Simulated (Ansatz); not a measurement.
`CCC[SiH2]Cl` → 3 C• + Cl• + 9 H• + Si•  (atomization)

Program: Ansatz. Geometries: PBE0-D4/def2-TZVP. ΔE: electronic, gas phase. CCSD(T)/CBS adds triple-zeta CCSD(T) − MP2 to the extrapolated MP2 energy (def2 sets, frozen cores). This one scheme is used for every species, atoms too. Functionals use def2-TZVPP. No spin–orbit coupling; open shells (•) take unrestricted orbitals. Spin–orbit coupling would lower the free atoms: a little for C, Cl, Si. One conformer a species, not always the lowest.

| species | PBE-D4 energy (Eh) |
| --- | --- |
| `CCC[SiH2]Cl` | -869.04833 |
| C• | -37.79597 |
| Cl• | -459.95843 |
| H• | -0.49962 |
| Si• | -289.22289 |

(1) Work out ΔE.

Largest T1 diagnostic among the species: 0.012.

## Answers

(1) ΔE = 9 × (-0.49962) + 3 × (-37.79597) + (-459.95843) + (-289.22289) − (-869.04833) = 1.98252 Eh = +5205.1 kJ/mol. CCSD(T)/CBS gives +5160.5 kJ/mol.

In def2-TZVPP, CCSD(T) changes the Hartree–Fock value by +1095.7 kJ/mol (the triples alone add +55.7 kJ/mol) and MP2 by +1134.2 kJ/mol; breaking electron pairs costs correlation energy, which Hartree–Fock lacks. From PBE to PBE0 (25 % exact exchange), in def2-TZVPP and without D4, ΔE moves by −30.7 kJ/mol: exact exchange takes away binding that semilocal exchange gives to molecules. The D4 term adds +47.3 kJ/mol with B3LYP and +25.1 kJ/mol with PBE0; it sums over pairs of atoms, weighted by their polarisabilities, and B3LYP, whose exchange is more repulsive, gets the larger term.

B3LYP here is the variant with VWN-RPA as its local correlation; programs differ in this.

For atomizations the MP2-based limit and the directly extrapolated one differ by several kJ/mol either way, and by 10 to 25 for some Ge, Se and Sn compounds, so smaller differences from it don't rank the levels.
